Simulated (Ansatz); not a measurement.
Na5O3, relaxed as a doublet with UKS r2SCAN-D4/def2-SVP in Ansatz, starting from the GFN1-xTB geometry. Force threshold 0.02 eV/Å.

The structure comes from a short search, and lower isomers may exist.

Start:

```tsv
atom	x (Å)	y (Å)	z (Å)
Na1	0.3026	2.1777	-0.6180
Na2	-1.4599	-2.2884	2.5716
Na3	1.0155	-0.0848	-2.0809
Na4	-1.4870	-0.2740	-0.2096
Na5	1.1957	-0.2439	1.0500
O6	1.9216	0.8635	-0.4734
O7	-0.6648	-0.9798	1.5211
O8	-0.8237	0.8297	-1.7609
```

| step | energy (eV) | largest force component (eV/Å) | SCF passes |
| --- | --- | --- | --- |
| 1 | -28203.9417 | 2.181 | 69 |
| 2 | -28204.3596 | 1.055 | 31 |
| 3 | -28204.4868 | 0.087 | 25 |
| 4 | -28204.4920 | 0.052 | 26 |
| 5 | -28204.4932 | 0.004 | 27 |

Force components are those of the run's own axes.

End:

```
atom   x (Å)   y (Å)   z (Å)
 Na1   0.407   2.442  -0.798
 Na2  -1.500  -2.401   2.963
 Na3   1.147   0.034  -2.317
 Na4  -1.555  -0.324  -0.231
 Na5   1.142  -0.349   1.122
  O6   1.835   0.889  -0.490
  O7  -0.757  -1.206   1.525
  O8  -0.718   0.915  -1.774
```

By distances, no bond broke or formed. The bond that changes most is Na2–O7, from 1.86 to 2.01 Å (atoms count from 1).

No frequencies were taken in this run, so the end may be a saddle point.

Run time 32 s (4 threads of Arm Neoverse V1 on a shared host).
